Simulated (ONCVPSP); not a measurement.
# Building the ONCV potential for Ru (PBEsol, scalar-relativistic).

- Element: ruthenium
- Generator: ONCVPSP 4.0.1
- Type: optimised norm-conserving Vanderbilt (ONCV)
- Functional: PBEsol
- Relativity: scalar-relativistic
- Frozen core: [Ar] 3d10
- Valence charge: 16
- Reference configuration: 4s2 4p6 4d7 5s1
- Partial waves: 4s+5s: rc 1.55 bohr, ncon 4, nbas 8, qcut 7.7 1/bohr, 2 projectors; 4p: rc 1.60 bohr, ncon 4, nbas 9, qcut 9 1/bohr, 2 projectors, debl 2.7 Ha; 4d: rc 1.40 bohr, ncon 3, nbas 6, qcut 7.8 1/bohr, 1 projector
- Local potential: polynomial inside 1.25 bohr (lpopt 5, dvloc0 4 Ha)
- Core correction: Teter function, fcfact 4.5, rcfact 1.45

All-electron outer shells of the reference configuration (PBEsol, scalar-relativistic, ld1.x):

```csv
shell,level (eV),outermost node (bohr),outermost maximum (bohr)
3d,-273.13,–,0.30
4s,-76.31,0.48,0.92
4p,-46.38,0.49,0.98
4d,-5.22,0.48,1.21
5s,-4.27,1.24,2.73
```

Results:

```json
{
 "Cutoffs needed": "24 Ha and 29 Ha (the cutoffs (Ha) at which the residual kinetic energy of the hardest occupied pseudo-wave falls to 1 and 0.1 mHa per electron)",
 "Ghost test": "no bound ghost flagged; GHOST(+) flagged for s at 372.1 eV",
 "Largest excitation error": "-146 meV (all-electron minus pseudo) for 4s1 4p6 4d7 5s1, out of 4 test configurations",
 "rms error of d²Exc/dni dnj": "2.60 mHa without and 1.50 mHa with the model core"
}
```

Generation and tests took about 3.6 s on one core of a shared server CPU.
